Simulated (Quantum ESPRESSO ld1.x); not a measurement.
Species: Mo+. Configuration: [Kr] 4d5 (the NIST ground configuration).

Method: scalar-relativistic Kohn-Sham, LDA (Slater exchange, VWN5 correlation), spin-polarised, spherical densities, point nucleus; open shells are filled with parallel spins first; computed with ld1.x of Quantum ESPRESSO 7.5.

Energy parts (eV):
total: -110051.10
kinetic: 113439.14
electron-nucleus: -265079.87
Hartree: 44834.25
exchange-correlation: -3244.62

Orbitals (lengths in bohr, moments of r in powers of bohr; <r^-3> diverges for s and p1/2):
| orbital | occ. | eigenvalue (eV) | <1/r> | <r^-3> | <r> |
|---|---|---|---|---|---|
| 1s down | 1 | -19801.429 | 43.50 | - | 0.03520 |
| 1s up | 1 | -19801.425 | 43.50 | - | 0.03520 |
| 2s up | 1 | -2802.848 | 9.792 | - | 0.1539 |
| 2s down | 1 | -2802.361 | 9.793 | - | 0.1539 |
| 2p up | 3 | -2508.214 | 9.528 | 2548 | 0.1340 |
| 2p down | 3 | -2507.838 | 9.528 | 2549 | 0.1340 |
| 3s up | 1 | -481.802 | 3.360 | - | 0.4298 |
| 3s down | 1 | -481.454 | 3.360 | - | 0.4297 |
| 3p up | 3 | -385.288 | 3.198 | 424.3 | 0.4313 |
| 3p down | 3 | -384.909 | 3.199 | 424.3 | 0.4311 |
| 3d up | 5 | -227.759 | 2.967 | 56.37 | 0.4157 |
| 3d down | 5 | -227.245 | 2.968 | 56.38 | 0.4154 |
| 4s up | 1 | -71.969 | 1.230 | - | 1.110 |
| 4s down | 1 | -69.394 | 1.239 | - | 1.104 |
| 4p up | 3 | -46.269 | 1.085 | 60.50 | 1.241 |
| 4p down | 3 | -43.472 | 1.094 | 61.79 | 1.234 |
| 4d up | 5 | -11.553 | 0.7194 | 3.799 | 1.871 |
| 4d down | 0 | -8.669 | 0.7003 | 3.659 | 1.963 |

The highest occupied level is 4d up at -11.553 eV. For comparison, the ionisation energy in NIST's Atomic Spectra Database is 16.2 eV (semi-empirical). In exact Kohn-Sham theory the highest level is minus the ionisation energy, but local and semilocal functionals leave it too shallow, through self-interaction and a potential that decays too fast; potentials with the right tail come closer. Summed over all electrons, <r^2> = 38.63 bohr^2, which gives a Langevin (diamagnetic) susceptibility term of -30.6 x 10^-6 cm^3/mol.
